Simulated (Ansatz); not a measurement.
Reaction (germylene formation by 1,1-elimination): `[CH3][GeH]([Cl])[Cl]` → `[Cl][Ge][Cl]` + CH₄

Calculated with Ansatz (gas phase, PBE0-D4/def2-TZVP geometries, no zero-point term in ΔE). CCSD(T)/CBS adds triple-zeta CCSD(T) − MP2 to the extrapolated MP2 energy (def2 sets, frozen cores). This one scheme is used for every species. Functionals use def2-TZVPP. For Ge outer-core shells are correlated without core-valence functions, which leaves a few kJ/mol of doubt a bond. Scalar relativity is left out up to krypton.

`[CH3][GeH]([Cl])[Cl]`:

Cartesian coordinates in Å:
```
C -0.616 0.196 0.883
Ge 0.487 0.020 -0.692
Cl -0.606 -1.074 -2.185
Cl 2.227 -1.137 -0.194
H -0.061 0.721 1.661
H -1.519 0.755 0.637
H -0.889 -0.796 1.239
H 0.976 1.315 -1.348
```

`[Cl][Ge][Cl]`:

```xyz
3

Cl    0.596   -0.289    1.604
Ge   -0.282    0.891   -0.007
Cl   -0.313   -0.602   -1.597
```

CH₄:

Z-matrix (Å, degrees):
```
C
H 1 1.090
H 1 1.090 2 109.5
H 1 1.090 2 109.5 3 -120.0
H 1 1.090 2 109.5 3 120.0
```

```
    level  ΔE (eV)
  ωB97X-V     0.56
  r2SCAN0     0.56
CAM-B3LYP     0.28
  LC-ωPBE     0.67
```

Task: What does CCSD(T)/CBS give? (Estimate.)

Result: Computed: +0.45 eV. The listed levels differ from it by 0.11, 0.11, -0.17, 0.22 eV.

Task: What do rigid-rotor, harmonic-oscillator terms from PBE0-D4/def2-TZVP frequencies (298.15 K, 1 bar) make of the CCSD(T)/CBS value? (Best estimate.)

Result: Ansatz gave: ΔZPE = -0.02 eV, ΔH = +0.47 eV, ΔS = 135 J/(mol·K), ΔG = +0.05 eV.

Largest T1 diagnostic among the species: 0.013.

In def2-TZVPP, CCSD(T) changes the Hartree–Fock value by +0.20 eV (the triples alone add +0.00 eV) and MP2 by +0.32 eV. From BLYP to BHLYP (50 % exact exchange), in def2-TZVPP and without D4, ΔE moves by +0.52 eV. Leaving LDA and LC-ωPBE aside and taking each functional with its dispersion term where it has one, the values, not all of them listed here, spread over 0.75 eV, from BLYP-D4 to PBE-QIDH. LDA lies +0.42 eV from PBE without D4.
